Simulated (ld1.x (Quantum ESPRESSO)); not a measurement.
**What one change does to a pseudopotential (gallium, PAW)**

ld1.x (Quantum ESPRESSO) 7.5 input, shortened:

```
&input
   title='Ga', zed=31., rel=1, dft='PBESOL', iswitch=3,
   config='[Ar] 3d10 4s1.5 4p1.5'
 /
 &inputp
   pseudotype=3, lpaw=.true., tm=.true., lloc=-2, rcloc=1.25,
   nlcc=.true., new_core_ps=.true., rcore=0.85,
   which_augfun='PSQ', rmatch_augfun=0.85
 /
6
4S  1  0   1.50   0.00  1.40  1.65  0.0
4S  1  0   0.00  -0.40  1.40  1.65  0.0
4P  2  1   1.50   0.00  1.55  1.95  0.0
4P  2  1   0.00   0.25  1.55  1.95  0.0
3D  3  2  10.00   0.00  1.10  1.25  0.0
3D  3  2   0.00  -1.05  1.10  1.25  0.0
 &test
   configts(1)='3d10 4s1.5 4p1.5'
 /
```

All-electron outer shells of the reference configuration (PBEsol, scalar-relativistic, ld1.x):

| shell | level (eV) | outermost node (bohr) | outermost maximum (bohr) |
| --- | --- | --- | --- |
| 3s | -148.78 | 0.27 | 0.56 |
| 3p | -99.68 | 0.24 | 0.56 |
| 3d | -20.13 | – | 0.53 |
| 4s | -9.53 | 0.81 | 1.87 |
| 4p | -2.98 | 0.87 | 2.50 |

Change: local potential all-electron potential smoothed inside 1.40 bohr (lloc = -1).

Cutoffs: the cutoffs (Ry, on a coarse ladder) from which the occupation-weighted sum of valence levels, in a spherical-Bessel basis at the reference potential, stays within 10 and 1 mRy of its value at 400 Ry; they do not see the model core or the augmentation charge, which bear on the density cutoff. Errors are all-electron minus pseudo energies relative to the spin-unpolarised reference configuration.

**Question.** How do hardness, ghosts and transferability respond?

**Answer.** The potential gets neither clearly harder nor softer (90 Ry and 160 Ry → 90 Ry and 160 Ry); a bound ghost appears in s, which as a rule spoils a file; the errors of the 7 common tests hardly move; the range in which the s phases agree widens (upper end 0.5 → at the end of the scan). A state that the projectors do not describe sees the local part alone, so a deeper or shallower local part can create or remove a ghost.

```tsv
quantity	base	changed
cutoff, loose	90 Ry	90 Ry
cutoff, tight	160 Ry	160 Ry
loose cutoff by channel (10 mRy a level)	s 10 Ry, p 6 Ry, d 60 Ry	s 8 Ry, p 6 Ry, d 60 Ry
bound ghosts	none	s
error for 3d10 4s2 4p1, meV [ΔE -3.24 eV]	+0.2	+0.2
error for 3d10 4s2 4p0, meV [ΔE 2.44 eV]	-0.4	-0.5
error for 3d10 4s1 4p0, meV [ΔE 23.58 eV]	-3.5	-3.9
error for 3d10 4s0 4p3, meV [ΔE 10.15 eV]	-1.8	-1.7
error for 3d9 4s2 4p1, meV [ΔE 24.47 eV]	-199	-202
error for 3d9 4s0 4p0, meV [ΔE 118.54 eV]	-350	-351
error for 3d9 4s2 4p2, meV [ΔE 17.08 eV]	-193	-197
s: phases at 2.14 bohr within 0.05 rad from the reference energy up to (Ry; the scan ends near 5)	0.5	to the end of the scan
p: phases at 2.14 bohr within 0.05 rad from the reference energy up to (Ry; the scan ends near 5)	to the end of the scan	4.9
d: phases at 2.14 bohr within 0.05 rad from the reference energy up to (Ry; the scan ends near 5)	to the end of the scan	to the end of the scan
lowest overlap eigenvalue by channel	s 0.52, p 0.62, d 1.00	s 0.50, p 0.60, d 1.00
```

 A true bound ghost makes a file unfit for plane-wave use even where its test errors are small: the radial tests pick states by their node count and pass the ghost by.
